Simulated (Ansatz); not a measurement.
# Four-centre ligand exchange

Start structure (BH2Cl3, singlet), relaxed at PBE0-D4/def2-TZVP:

B1  (0.273, 0.820, -0.638)
Cl2  (1.905, 0.224, -0.650)
Cl3  (-0.857, 0.282, -1.844)
Cl4  (-0.228, 1.957, 0.575)
H5  (-0.192, -1.757, 1.266)
H6  (-0.901, -1.525, 1.290)
(Å)

The step: BCl₃ ([Cl][B]([Cl])[Cl]) + H₂ → BHCl₂ ([Cl][BH][Cl]) + HCl; bonds formed: B1–H6, Cl2–H5; bonds broken: B1–Cl2, H5–H6. Program: Ansatz 0.2.0. Basis: def2-TZVPP and def2-QZVPP. Cores are frozen in the correlated methods. Extrapolation: Hartree–Fock as exp(−7.88 √X), correlation as X^−2.97. Energies below are by CCSD(T) at an estimated basis limit (MP2 extrapolated from triple and quadruple zeta, plus CCSD(T) − MP2 in triple zeta).

(1) What are the electronic barrier and the energy of the step, from the start structure to the end structure? (To be estimated.)

The T1 diagnostic stays at or below 0.012. The start structure is not quite a true minimum (one mode of 42i cm⁻¹). The end structure is not quite a true minimum (one mode of 60i cm⁻¹).

Answers

(1) By the calculation: Barrier 1.695 eV; step energy 0.508 eV (uphill); reverse barrier, their difference, 1.188 eV. Barrier and step energy count from the start structure, the reverse barrier from the end structure.

The saddle point: One imaginary mode of 882i cm⁻¹.
```
  pair  start (Å)  saddle (Å)  end (Å)
 B1–H6       3.26        1.29     1.19
Cl2–H5       3.46        1.53     1.28
B1–Cl2       1.74        2.10     3.36
 H5–H6       0.75        1.07     3.28
```

Zero-point energy (harmonic, PBE0-D4): ZPE is 0.510 eV at the start and 0.613 eV at the saddle, so the barrier goes from 1.695 to 1.798 eV.

Labels in which every atom is bracketed show which atoms are joined, not bond orders.

For scale, one of the runs: CCSD(T)/def2-TZVPP, 185 basis functions, launched by `ansatz run in.yaml --threads 2 --pin off --events-out ev --progress --plain --max-ram 4352MiB`. Hardware: 2 CPU threads of an Arm Neoverse N1, shared host. Wall time 84 s; peak host memory 1.7 GiB.
